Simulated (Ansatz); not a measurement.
H3O2, SMILES O[OH2+], charge +1.

Coordinates come from a B3LYP-D3(BJ)/def2-TZVP optimisation. The isomer is the one that the SMILES or the coordinates give; other isomers of the formula were not compared.

Two levels are set side by side: PBE/def2-TZVPD (Ansatz, a quantum-chemistry and plane-wave program) and CAM-B3LYP/def2-TZVPD (Ansatz). Energy differences of separate SCF runs at the same geometry; the states with an electron removed or added have multiplicity 2 and 2. Differences are taken from unrounded values.

```csv
quantity,CAM-B3LYP
vertical ionisation energy (eV),21.00
vertical electron affinity (eV),6.04
vertical singlet–triplet gap (eV),4.41
```

Question: What does PBE give, and how far is it from CAM-B3LYP? (The exact figures need the calculation; the answer reports its results.)

Answer: 
| quantity | PBE | PBE minus CAM-B3LYP |
|---|---|---|
| vertical ionisation energy (eV) | 20.86 | -0.14 |
| vertical electron affinity (eV) | 6.12 | 0.08 |
| vertical singlet–triplet gap (eV) | 4.58 | 0.17 |
